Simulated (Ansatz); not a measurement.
## Energy profile

The step: BH₃SO₂ ([OH][B]([OH])[SH]) + AsH₃ → BAsH₄O₂ ([OH][B]([OH])[AsH2]) + H₂S; bonds formed: B1–As6, S2–H5; bonds broken: B1–S2, H5–As6 (atoms numbered as in the saddle structure below).

```xyz
11
angstrom
B 0.2079 -0.4922 -0.3874
S -0.0225 1.5283 -1.1751
O -0.8344 -1.2862 -0.8063
O 1.5185 -0.8832 -0.5812
H -0.1398 0.7701 0.3116
As -0.1869 -0.3395 1.8706
H -1.3432 1.3540 -1.3294
H -0.5860 -1.7965 -1.5827
H 2.1741 -0.1856 -0.5539
H 0.6785 0.8497 2.2720
H -1.4662 0.4810 1.9617
```

Electronic energies by CCSD(T) at an estimated basis limit (MP2 extrapolated from triple and quadruple zeta, plus CCSD(T) − MP2 in triple zeta), on PBE0-D4/def2-TZVP structures; BAsH6SO2, closed shell; no counterpoise correction. Computed with Ansatz 0.2.0 (basis: def2-TZVPP and def2-QZVPP); correlated methods freeze the cores. Filled d shells of the heavier atoms are correlated. The def2 sets are not built for correlating such inner shells, so the correlated values are less sure here. Extrapolation: Hartree–Fock as exp(−7.88 √X), correlation as X^−2.97.

(1) Give the profile in kcal/mol, counted from the separated reactants. (Judge from chemistry; the value comes from the calculation.)

No T1 diagnostic of these runs exceeds 0.013.

Answers

(1) The calculation gives:
```json
{"point": "separated: BH3SO2 (linked as [OH][B]([OH])[SH]; B1, S2, O3, O4, H7, H8, H9; singlet) + AsH3 (H5, As6, H10, H11; singlet)", "kcal/mol": "0.00"}
{"point": "start structure", "kcal/mol": "-3.58"}
{"point": "saddle", "kcal/mol": "47.95"}
{"point": "end structure", "kcal/mol": "8.61"}
{"point": "separated: BAsH4O2 (linked as [OH][B]([OH])[AsH2]; B1, O3, O4, As6, H8, H9, H10, H11; singlet) + H2S (S2, H5, H7; singlet)", "kcal/mol": "11.27"}
```

For scale, one of the runs: CCSD(T)/def2-TZVPP, 267 basis functions, launched by `ansatz run in.yaml --threads 8 --pin off --events-out ev --progress --plain --max-ram 19148MiB`. Time: 3.6 min of wall clock on 8 CPU threads of an Arm Neoverse V1; the host was shared. Peak host memory: 7 GiB.
